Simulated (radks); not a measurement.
Results of a calculation; reference values are marked as such.
The ytterbium ion Yb2+ inside a hard spherical wall (all orbitals vanish at R), configuration held at [Xe] 4f14 and not refilled when levels cross. Level of theory: scalar-relativistic Kohn-Sham, LDA (Slater exchange, Perdew-Wang correlation), spin-unpolarised, spherical densities, finite nucleus; Fermi nuclear charge, rms radius 5.3108 fm (a radial shooting solver on a logarithmic mesh with Libxc functionals). Eigenvalues in eV, with the zero of energy where the potential of the charges vanishes at infinity; a dash marks a level that is unbound or too diffuse for the functional's potential to be trusted. A positive occupied level is held by the wall or, in an anion where self-interaction has pushed it up, behind a barrier. The pressure on the wall is -dE/dV.

| R (bohr) | E (hartree) | kinetic (hartree) | e(4d) | e(5s) | e(5p) | e(4f) | e(6s, empty) | e(5d, empty) | pressure (GPa) |
|---|---|---|---|---|---|---|---|---|---|
| free | -14048.8121 | 15302.077 | -192.47 | -69.993 | -42.423 | -17.962 | -15.255 | -13.568 | 0 |
| 15 | -14048.8121 | 15302.077 | -192.47 | -69.993 | -42.423 | -17.962 | -15.255 | -13.568 | < 0.0001 |
| 12 | -14048.8121 | 15302.077 | -192.47 | -69.993 | -42.423 | -17.962 | -15.255 | -13.568 | < 0.0001 |
| 10 | -14048.8121 | 15302.077 | -192.47 | -69.993 | -42.423 | -17.962 | -15.255 | -13.568 | < 0.0001 |
| 6 | -14048.8118 | 15302.080 | -192.44 | -69.972 | -42.404 | -17.936 | -14.836 | -13.431 | 0.0437 |
| 4 | -14048.7826 | 15302.331 | -191.54 | -69.313 | -41.776 | -17.082 | -8.776 | -11.281 | 10.7 |
| 3.5 | -14048.7077 | 15302.904 | -190.17 | -68.301 | -40.726 | -15.780 | -2.137 | -8.812 | 51.4 |
| 3 | -14048.4242 | 15304.791 | -186.73 | -65.721 | -37.850 | -12.497 | 12.310 | -3.289 | 269 |
| 2.5 | -14047.3045 | 15311.076 | -178.08 | -58.888 | -29.715 | -4.201 | 46.026 | 9.971 | 1560 |
